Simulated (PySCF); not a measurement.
**Radial density of Fe²⁺ (iron, charge +2)**

HSE06, [Ar] 3d5 4p1, high-spin 7P determinant (an excited configuration). Computed with PySCF 2.14 in aug-cc-pVDZ-DK (7s6p4d2f, 59 functions), with the spin-free X2C one-electron Hamiltonian (Gaussian nucleus).

```
r (bohr)  4πr²ρ (e/bohr)  4πr²(ρα − ρβ)
 0.00104          0.2282         0.0000
 0.00175          0.5758         0.0000
 0.00294           1.422         0.0000
 0.00494           3.387         0.0001
 0.00830           7.591         0.0002
  0.0140           15.27         0.0005
  0.0235           25.50         0.0014
  0.0395           31.41         0.0048
  0.0665           26.64         0.0196
   0.112           26.22         0.0845
   0.188           35.01         0.4009
   0.316           19.80         1.7932
   0.532           14.27         4.4912
   0.895           13.64         4.3902
    1.51           3.041         1.6759
    2.53          0.6156         0.5993
    4.26          0.1179         0.1178
    7.16       0.0008837         0.0009
    12.0       1.019e-05         0.0000
```

Densities and radii are taken from the X2C orbitals without a picture-change correction, which distorts them close to the nucleus.
